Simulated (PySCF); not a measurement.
Co(NH2)2 (quartet state).
Bonds: Co1–N2, Co1–N5. Hydrogens: H3, H4 on N2; H6, H7 on N5.

Method: PySCF, PBE0-D3(BJ)/def2-SVP geometry optimisation, gas phase.

List the bond lengths and angles at this level.

| bond | length (Å) |
| --- | --- |
| Co1–N2, Co1–N5 | 1.813 |
| N2–H3 and 3 like bonds | 1.016 |

Bonds in one row agree within 0.01 Å and their mean is given. A selection of angles:
| angle | degrees |
| --- | --- |
| N2–Co1–N5 | 179.9 |
| Co1–N2–H3 | 125.7 |
| H3–N2–H4 | 107.9 |

N2 (nitrogen bonded to Co and 2 H) is planar (angles 126.4°, 125.7° and 107.9°, sum 360.0°, 0.00 Å off the plane of its three neighbours).

Point group: D2d (every atom within 0.08 Å of its image). No PBE0-D3(BJ)/def2-SVP frequencies stand behind this structure, so it isn't proved a minimum. ⟨S²⟩ = 3.757 (exact for a quartet: 3.75).

Caution for open-shell metal species: one SCF solution and one stationary point were followed, and a lower state or a bent or distorted shape isn't ruled out.
